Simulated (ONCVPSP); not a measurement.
Configuration tests for Zn (ONCV)

* Element: zinc
* Generator: ONCVPSP 4.0.1
* Type: optimised norm-conserving Vanderbilt (ONCV)
* Functional: Wu-Cohen
* Relativity: scalar-relativistic
* Frozen core: [Ar]
* Valence charge: 12
* Reference configuration: 3d10 4s2
* Partial waves: 4s: rc 2.30 bohr, ncon 4, nbas 7, qcut 2.6 1/bohr, 2 projectors, debl 0.9 Ha; p scattering state at 0.16 Ha: rc 2.35 bohr, ncon 4, nbas 7, qcut 3.5 1/bohr, 2 projectors, debl 2.8 Ha; 3d: rc 1.00 bohr, ncon 4, nbas 8, qcut 16.9 1/bohr, 2 projectors, debl 2 Ha
* Local potential: polynomial inside 0.85 bohr (lpopt 3, dvloc0 0 Ha)
* Core correction: none

In the p channel the program set the typed energies aside and used 0.050, 2.850 Ha.

Energies are relative to the spin-unpolarised reference configuration 3d10 4s2; without spin polarisation the order of configurations can differ from experiment.

```csv
valence configuration,charge,ΔE all-electron (eV),error AE − PS (meV)
3d10 4s1,+1,9.923,-11
3d9 4s2,+1,17.952,-60
```

(1) What are ΔE and the potential's error for 3d10 4s0?

(2) What are ΔE and the potential's error for 3d9 4s0?

Levels in the configuration 3d10 4s0:

```tsv
level	all-electron (eV)	pseudo (eV)
3d	-30.872	-30.873
```

Note: ghosts flagged at negative energy: s at -39.5 eV; GHOST(+) flagged for p at 102.9 eV. A true bound ghost makes a file unfit for plane-wave use.

## Answers

(1) ΔE = 28.273 eV all-electron; the error (AE − PS) is -46 meV.

(2) ΔE = 68.825 eV all-electron; the error (AE − PS) is -145 meV.
